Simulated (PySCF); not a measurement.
Working out the ionisation energy of In(2+)

In(2+) [Kr] 4d10 5s1 (2S) → In(3+) [Kr] 4d10 (1S). Calculation: PySCF 2.14, in x2c-QZVPPall; the spin-free X2C one-electron Hamiltonian (Gaussian nucleus). Frozen: [Ar] 3d10. Energies in hartree (1 hartree = 27.21139 eV):

| part | In(2+) (lower) | In(3+) (upper) |
| --- | --- | --- |
| UHF | -5877.500917 | -5876.522385 |
| MP2 opposite-spin | -0.401899 | -0.372091 |
| MP2 same-spin | -0.210568 | -0.187575 |

**Question.** What does Hartree-Fock give?

**Answer.** (-5876.522385) − (-5877.500917) = 0.978532 hartree = 26.627 eV.

**Question.** What do MP2 and SCS-MP2 (6/5 opposite-spin, 1/3 same-spin) give?

**Answer.** The opposite-spin parts differ by 0.811 eV and the same-spin parts by 0.626 eV. MP2: 26.627 + (0.811) + (0.626) = 28.064 eV. SCS-MP2: 26.627 + 1.2 × (0.811) + (0.626)/3 = 27.809 eV.

Measured between the centres of the two terms (NIST): 28.044 eV, so MP2 (valence and next inner shell) is off by 0.020 eV.

What remains against the reference includes basis incompleteness, the frozen core and correlation beyond second order.
